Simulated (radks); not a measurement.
The nuclear charge of the mercury ion Hg2+ is varied continuously with 78 electrons held in [Xe] 4f14 5d10. Method: scalar-relativistic Kohn-Sham, PBEsol, spin-polarised, spherical densities, finite nucleus; Fermi nuclear charge, rms radius 5.4648 fm; computed with a radial shooting solver on a logarithmic mesh with Libxc functionals. By the Hellmann-Feynman theorem dE/dZ = E(electron-nucleus)/Z, the electronic potential at the nucleus (averaged over a nucleus of fixed radius). The scalar-relativistic energy here is not variational (the density holds large components alone), so the two differ by a part that grows with Z.

Z      E (hartree)  E(electron-nucleus)/Z (hartree)  HOMO  e(HOMO) (eV)  <r> HOMO (bohr)
79     -19001.9856                         -598.136    5d       -15.357            1.574
79.25  -19153.2386                         -601.082    5d       -18.505            1.537
79.5   -19305.2451                         -604.032    5d       -21.802            1.502
79.75  -19458.0063                         -606.985    5d       -25.239            1.470
80     -19611.5234                         -609.944    5d       -28.811            1.441
80.25  -19765.7977                         -612.906    5d       -32.513            1.413
80.5   -19920.8305                         -615.874    5d       -36.338            1.387
80.75  -20076.6233                         -618.847    5d       -40.283            1.363
81     -20233.1775                         -621.825    5d       -44.344            1.340

The central difference of E at Z = 80 is -615.583 hartree, to compare with the third column; the second derivative is -12.1 hartree.
